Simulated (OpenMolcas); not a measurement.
Ni3+: moving or changing the point charges

Ni3+ among 4 point charges of -2.5 e arranged as a square (D4h), 1.74 Å from the ion.
```
   1.7400    0.0000    0.0000  -2.50
   0.0000    1.7400    0.0000  -2.50
  -1.7400    0.0000    0.0000  -2.50
   0.0000   -1.7400    0.0000  -2.50
```

```json
{"Program": "OpenMolcas 26.06", "Method": "CASSCF", "Basis": "ANO-RCC-VDZP [5s4p2d1f]", "Scalar Hamiltonian": "DKH2, point nucleus", "Active space": "7 electrons in 5 orbitals (3d)", "State averaging": "2S+1 = 4 even, 10 roots; 2S+1 = 2 even, 40 roots", "Spin-orbit coupling": "state interaction with AMFI integrals over the reference wave functions"}
```

Runs around this geometry, states (labels of D4, the rotations of D4h). Energies in cm-1 above the lowest state or level, χT in cm3 K/mol.

| R (Å) | q (e) | Ground state | First state of that spin | First gap with spin-orbit (degeneracies) | χT at 300 K | First state of another spin |
| --- | --- | --- | --- | --- | --- | --- |
| 1.74 | -1.62 | 4A2 | 4E 818.6 | 244.4 (2, 2) | 4.378 | 2A1 20610 |
| 1.64 | -2.5 | 4E | 4A2 1762 | 29.2 (2, 2) | 3.386 | 2E 16874 |
| 1.74 | -2.5 | 4E | 4A2 684.8 | 64.8 (2, 2) | 4.178 | 2E 18305 |
| 1.84 | -2.5 | 4E | 4A2 66.2 | 165.0 (2, 2) | 4.545 | 2E 19498 |

The ground state changes within this set.

Without dynamic correlation the repulsion within the d shell is too large (B by tens of per cent), so at a given field states of lower spin stand too high. Point charges give a weaker field than real ligands, and real ions of this kind are often low spin; the high spin found here belongs to the model. Spin-orbit coupling mixes the spin-free states strongly: the lowest level takes only 62 % from its leading state, 4E (figures for R = 1.74, q = -2.5; the like holds for R = 1.84, q = -2.5). An orbital doublet at a regular site is open to a Jahn-Teller distortion, which this geometry leaves out (holds for R = 1.64, q = -2.5; R = 1.74, q = -2.5; R = 1.84, q = -2.5). This is an electrostatic model: the charges have no orbitals. No measured value stands beside these numbers.
